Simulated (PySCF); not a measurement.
Computed with PBE-D3(BJ)/def2-TZVP // PBE-D3(BJ)/def2-SVP run with PySCF. All species are isolated molecules in the gas phase. One relaxed conformer stands for a flexible species; it need not be the lowest. Excitations are Tamm–Dancoff values on a coarser integration grid. The basis has no diffuse functions, so Rydberg states are missing or too high.

Reference species (SMILES): `Bc1occ(c1)O` (neutral, multiplicity 1).

| Item | Result |
|---|---|
| T1 excitation (TDA) | 2.56 eV |
| LUMO | -2.81 eV |

Changed species: `c1c(B)coc1O`.

### Question
Predict the effect on the T1 excitation (TDA) and LUMO.

### Answer
the T1 excitation (TDA) drops by 0.15 eV, to 2.41 eV; the LUMO goes up by 0.21 eV, to -2.60 eV.
